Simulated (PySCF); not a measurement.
## Cost of excited-state runs on `C[S@](=O)c1ccc(Cl)cc1`, C₇H₇ClOS

Geometry (Å), atoms numbered from 1 in this order:
```xyz
17

C    -2.6208   -0.5959   -0.1671
S    -1.6684   -0.5048    1.4205
O    -2.0719    0.7465    2.0577
C    -0.0919   -0.1420    0.5706
C     0.6198   -1.1603   -0.0397
C     1.8136   -0.8731   -0.6767
C     2.2838    0.4330   -0.6826
Cl    3.7756    0.7916   -1.4765
C     1.5803    1.4521   -0.0582
C     0.3867    1.1544    0.5742
H    -2.5028    0.3379   -0.7053
H    -3.6643   -0.7487    0.0876
H    -2.2478   -1.4309   -0.7480
H     0.2456   -2.1728   -0.0180
H     2.3797   -1.6518   -1.1626
H     1.9637    2.4600   -0.0659
H    -0.1880    1.9166    1.0799
```

PySCF with density fitting, on 1 thread of an Arm Neoverse V1, shared host. Command: `OMP_NUM_THREADS=1 python excited_run.py task.json out`

(1) How long does this run take, and how much memory?
- vibronic structure, PBE0/def2-SV(P); Tamm-Dancoff

Results:

(1) 
```
               run            level  basis functions  wall time  peak memory (GiB)
vibronic structure  PBE0/def2-SV(P)              162       49 s               0.94
```
Times from a shared host are rough.
